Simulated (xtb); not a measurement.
xtb input (GFN2-xTB):

```bash
xtb mol.xyz --gfn 2 --ohess tight --chrg -1 --uhf 0
```
mol.xyz:
```
6

S      0.27570222     0.03512323     0.03119391
H     -1.15569518    -0.03877044     0.01964584
H      0.26349729     1.45569492     0.00504312
H      0.24302114    -1.40554471    -0.03123288
H      0.23552907    -0.02780569     1.44102041
H      0.22527532     0.00612209    -1.40248386
```

End of the output:

```
         :::::::::::::::::::::::::::::::::::::::::::::::::::::
         ::                  THERMODYNAMIC                  ::
         :::::::::::::::::::::::::::::::::::::::::::::::::::::
         :: total free energy          -5.805406716208 Eh   ::
         ::.................................................::
         :: total energy               -5.812013877223 Eh   ::
         :: zero point energy           0.027611889551 Eh   ::
         :: G(RRHO) w/o ZPVE           -0.021004728536 Eh   ::
         :: G(RRHO) contrib.            0.006607161015 Eh   ::
         :::::::::::::::::::::::::::::::::::::::::::::::::::::
imag cut-off (cm-1) :    5.00
 found            2  significant imaginary frequencies
 writing imag mode distorted coords to xtbhess.xyz
 for further optimization.

optimized geometry written to: xtbopt.xyz

           -------------------------------------------------
          | TOTAL ENERGY               -5.812013877223 Eh   |
          | TOTAL ENTHALPY             -5.780257721935 Eh   |
          | TOTAL FREE ENERGY          -5.805406716208 Eh   |
          | GRADIENT NORM               0.000534321506 Eh/α |
          | HOMO-LUMO GAP               5.277992155746 eV   |
           -------------------------------------------------

------------------------------------------------------------------------
------------------------------------------------------------------------
 total:
 SCF:
 ANC optimizer:
 analytical hessian:
```

Whether it binds its extra electron was not tested at this geometry.
